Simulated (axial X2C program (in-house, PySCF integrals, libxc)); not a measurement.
## ZrCl⁺: properties at the nuclei

Calculated with an axial X2C code built on PySCF integrals: two-component X2C with atomic mean-field Coulomb and Gaunt terms, Gaussian nuclei, basis Zr dyall-cv3z, Cl dyall-av3z with contracted cores.

R = 2.236 Å (near the PBE0 minimum at charge 1 of the determinant lowest at the starting distance; the state shown can have its own minimum elsewhere).

Input and command:
```json
{"zs": [40, 17], "q": 1, "bas": ["dyall-cv3z", "dyall-av3z"], "r0": 2.53, "levels": ["PBE0", "HF", "PBE50", "LDA", "BP86"], "nst": 3}
```
```bash
python soeom.py task.json out
```

Keys: zs atomic numbers; q charge; bas basis sets; r0 starting distance in Å; levels methods; nst determinants followed.

Determinant lowest in the PBE0 search, Ω = 1 (⟨Sz⟩ = -1.00, ⟨Lz⟩ = 2.00 at PBE0), spin on the atoms Zr -1.01, Cl 0.01:

```csv
level,Eeff magnitude (GV/cm),Ws magnitude Zr (kHz),A∥/gI Zr (MHz),qzz Zr (a.u.),A∥/gI Cl (MHz),qzz Cl (a.u.)
PBE0,0.212,0.103,-1040,-0.77,-3.19,0.19
HF,0.426,0.203,-923,-1.35,12.1,0.18
PBE50,0.555,0.257,-953,-1.01,0.212,0.21
LDA,0.199,0.0831,-1230,-0.48,-7.74,0.11
BP86,0.0752,0.0278,-1140,-0.54,-7.24,0.12
```

Determinant 0.27 eV from it at PBE0 and this distance, Ω = 1 (⟨Sz⟩ = 1.00, ⟨Lz⟩ = 0.00 at PBE0), spin on the atoms Zr 1.03, Cl -0.03:

| level | Eeff magnitude (GV/cm) | Ws magnitude Zr (kHz) | A∥/gI Zr (MHz) | qzz Zr (a.u.) | A∥/gI Cl (MHz) | qzz Cl (a.u.) |
| --- | --- | --- | --- | --- | --- | --- |
| PBE0 | 0.253 | 0.109 | -538 | 1.45 | -0.439 | 0.19 |
| HF | 0.381 | 0.165 | -713 | 1.34 | -13.3 | 0.07 |
| PBE50 | 0.291 | 0.125 | -582 | 1.45 | -3.84 | 0.20 |
| LDA | 0.132 | 0.0558 | -397 | 1.40 | 1.92 | 0.14 |
| BP86 | 0.21 | 0.0911 | -461 | 1.43 | 4.12 | 0.15 |

Eeff is the effective electric field on the electron electric dipole moment in this Ω state and Ws the scalar–pseudoscalar constant of the nucleus named (defined with the proton number Z and per Ω); A∥ (defined per Ω) follows by multiplying with gI = μI/(I μN); qzz is the electric field gradient, eQq0 = 234.96 MHz × Q/barn × qzz. The operators were transformed with the bare-nucleus X2C matrices; with these basis sets, hyperfine constants and field gradients can be off by tens of per cent, and where levels differ in sign neither size nor sign is settled.

(1) With gI(91Zr) = -0.5214, Q(35Cl) = -0.08112 barn (g factors from the IAEA table of nuclear moments by Stone; Q from Pyykkö, Mol. Phys. 2018), turn the PBE0 values of the first state into constants in MHz.

Each state is one determinant with collinear spin, which with several unpaired electrons need not be a pure state. Unrestricted Hartree–Fock can overshoot spin polarisation at the nuclei. In the state Ω = 1 the sign of Eeff differs between levels (LDA, BP86 against PBE0). With several open shells hyperfine constants can be off by a factor of several. Where Eeff spreads by more than a factor of two the levels disagree and none is to be relied on. Open-shell Ω = 0 determinants with evenly filled partner blocks cannot be reached by this program, so the Ω shown need not be the lowest component. States lie within half an eV, so the first need not be the ground state. The sign of Ws at Zr differs between levels in the first state. Further determinants of the search, some of them spin-mixed, are not shown. Where a field gradient or hyperfine factor spreads by more than a factor of two over the levels, a constant derived from it is not to be relied on. PBE0 term energies can be off by some tenths of an eV.

Results:

(1) A∥(91Zr) = -1040 × -0.5214 = 542 MHz; eQq0(35Cl) = 234.96 × (-0.08112) × (0.19) = -3.62 MHz.
